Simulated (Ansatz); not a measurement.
Species: SiN2H4, charge 0, singlet. SiN2H4 (SMILES N[Si]N).
B3LYP-D3(BJ)/def2-TZVP minimum from Ansatz (a quantum-chemistry and plane-wave program):
```xyz
7

Si    -0.1340    -0.2119     0.6146
N     -1.1776     0.4815    -0.5676
H     -0.9363     0.7938    -1.4979
H     -2.1558     0.6183    -0.3690
N      1.3559    -0.1995    -0.2502
H      2.1977    -0.5519     0.1764
H      1.5221     0.1330    -1.1899
```

Total energies in hartree (Ansatz). Radicals and triplets start from unrestricted determinants; spin-orbit coupling is neglected. Correlated methods leave the cores frozen. No relativity. Where a partner has so few electrons that a lower coupled-cluster level is exact, that level stands in.

| species | HF/cc-pV(T+d)Z | CCSD(T)/cc-pV(T+d)Z | HF/cc-pV(Q+d)Z | CCSD(T)/cc-pV(Q+d)Z | CCSD(T)/cc-pV(D+d)Z | CCSDT(Q)/cc-pV(D+d)Z |
|---|---|---|---|---|---|---|
| 1: SiN2H4 (SMILES [Si](N)N) | -400.25824 | -400.84196 | -400.27072 | -400.88913 | -400.67523 | -400.67732 |
| 2: Si (triplet) | -288.85649 | -288.93344 | -288.85845 | -288.93781 | -288.91643 | -288.91690 |
| 3: N (quartet) | -54.40069 | -54.51471 | -54.40372 | -54.52482 | -54.47850 | -54.47866 |
| 4: H (doublet) | -0.49981 | -0.49981 | -0.49995 | -0.49995 | -0.49928 | -0.49928 |

Work out the atomisation energy (electronic, to ground-state atoms) in kcal/mol: take Hartree-Fock from cc-pV(Q+d)Z, extrapolate the CCSD(T) correlation energy as X^-3 (X = 3, 4), and add CCSDT(Q) - CCSD(T) in cc-pV(D+d)Z. 1 hartree = 627.51 kcal/mol.


Species 1: correlation (64·(-0.61841) - 27·(-0.58372))/37 = -0.64372; step -0.00209; E1 = -400.27072 + (-0.64372) + (-0.00209) = -400.91653
Species 2: correlation (64·(-0.07936) - 27·(-0.07695))/37 = -0.08112; step -0.00047; E2 = -288.85845 + (-0.08112) + (-0.00047) = -288.94004
Species 3: correlation (64·(-0.12110) - 27·(-0.11402))/37 = -0.12627; step -0.00016; E3 = -54.40372 + (-0.12627) + (-0.00016) = -54.53015
Species 4: correlation (64·(0.00000) - 27·(0.00000))/37 = 0.00000; step +0.00000; E4 = -0.49995 + (0.00000) + (+0.00000) = -0.49995
-1·E1 +1·E2 +2·E3 +4·E4 = 0.91639 hartree = 575.0 kcal/mol.
